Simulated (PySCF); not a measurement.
Cl3Ga, SMILES [Cl][Ga+]([Cl])[Cl] (connectivity only; charge and spin as stated), charge +1, multiplicity 2.

Geometry optimised at PBE-D3(BJ)/def2-SVP.

Method: PySCF 2.14.0 with PBE-D3(BJ)/def2-SVP.

Frequencies are harmonic and unscaled.

Computed vibrational spectrum:
| mode | ν (cm⁻¹) | IR (km/mol) | moving atoms (share of kinetic energy) |
|---|---|---|---|
| 1 | 83 | 3.4 | Cl 66 %, Ga 34 % |
| 2 | 104 | 5.5 | Ga 59 %, Cl 41 % |
| 3 | 136 | 2.7 | Cl 89 %, Ga 11 % |
| 4 | 308 | 0.0 | Cl 74 %, Ga 26 % |
| 5 | 348 | 1.6 | Cl 98 % |
| 6 | 513 | 44.8 | Cl 53 %, Ga 47 % |
